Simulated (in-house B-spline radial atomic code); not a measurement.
**RPA and G0W0 on BHandHLYP: the copper ion Cu⁶⁺**

Configuration [Ar] 3d5, highest spin, mean-field start BHandHLYP. Computed with a B-spline radial code for spherical atoms: all electrons, scalar-relativistic (spin-free one-electron X2C), finite nucleus, each spin shell either full or empty, empty states to l = 9 with an (l + 1/2)⁻⁴ tail; G0W0 by contour deformation at full frequency.

Command:
```bash
python run_gw.py task.json out
```
Settings (radii: box in bohr, nucleus in fm):
```
Z                        29
electrons                23
configuration            [Ar] 3d5
hamiltonian              x2c
method                   bhandhlyp
lmax                     9
rms_radius               3.8823
spin_polarised           True
box_radius               9.29
intervals                67
```

Cost of the run: 1.7 s on 1 thread of Intel(R) Xeon(R) 6975P-C, with other jobs on the host.

Energies (hartree):

| term | value |
| --- | --- |
| mean-field total | -1643.52969 |
| Hartree-Fock functional on these orbitals | -1642.41758 |
| direct second order | -1.6943 |
| second-order exchange | 0.55501 |
| SOSEX correction | 0.5214 |

Task: What is the RPA correlation energy, and what remains with SOSEX?

Result: RPA gives -1.5344 hartree (-1.82 eV per electron); RPA + SOSEX gives -1.013, and the second-order doubles -1.1392 hartree (no singles). RPA lacks exchange-type terms and so overcorrelates at short range.

Quasi-particle levels (eV):

```csv
level,occupied,mean field,Σx - vxc,Σc,QP weight,G0W0
3d up,yes,-133.18,-7.60,?,?,?
3p down,yes,-195.68,-6.30,0.11,0.967,-201.87
3s down,yes,-243.90,-11.02,6.74,0.890,-248.18
3d down,no,-109.04,9.71,-4.96,0.973,-104.30
```

G0W0 = mean field + (Σx - vxc) + Σc, with Σc (partial-wave tail included) taken at the quasi-particle energy. Only the outer levels were computed. Levels of low weight are left out.

Task: Where does G0W0 put 3d up?

Result: At -139.57 eV, with Σc = 1.22 eV and a quasi-particle weight of 0.971. The tabulated removal energy is 139 ± 1.2 eV (NIST, semi-empirical); the calculation leaves out spin-orbit coupling, Breit and QED terms, and what these don't explain is the method's own error.
